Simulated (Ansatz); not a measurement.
The same group exchange along the group O, S, Se.

Calculated with Ansatz (gas phase, PBE0-D4/def2-TZVP geometries, no zero-point term in ΔE). CBS: MP2 limit from def2 TZ/QZ plus the TZ coupled-cluster correction, frozen cores. This one scheme is used for every species. Functionals use def2-TZVPP. B3LYP here is the variant with VWN-RPA as its local correlation; programs differ in this. def2 core potentials past Kr. For Se, Sn outer-core shells are correlated without core-valence functions, which leaves a few kJ/mol of doubt a bond. Scalar relativity is left out up to krypton.

```
                                                 reaction  B97M-V (kJ/mol)  B3LYP-D4 (kJ/mol)  CCSD(T)/CBS(def2) (kJ/mol)
  `[OH][SnH3]` + `FC[SiH3]` → `F[CH]([SiH3])[SnH3]` + H₂O               51                 42                          36
  `[SH][SnH3]` + `FC[SiH3]` → `F[CH]([SiH3])[SnH3]` + H₂S               90                 86                          84
`[SeH][SnH3]` + `FC[SiH3]` → `F[CH]([SiH3])[SnH3]` + H₂Se              102                104                         104
```

Largest T1 diagnostic: 0.014, for `[OH][SnH3]`.
